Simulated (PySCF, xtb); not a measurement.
CsF, SMILES [F][Cs].

GFN2-xTB (xtb 6.7.1) at its own geometry gives an orbital gap of 1.17 eV and a dipole moment of 8.74 D.

Geometry: PBE0-D3(BJ)/def2-TZVPD. The def2 effective core potentials stand for the cores of Cs; spin–orbit coupling is left out.

**Question.** What does r2SCAN/def2-TZVPD in PySCF give? (An estimate is asked for; the answer gives what the named calculation found.)

**Answer.** gap 4.44 eV (levels -5.06 and -0.62 eV), dipole 7.94 D.
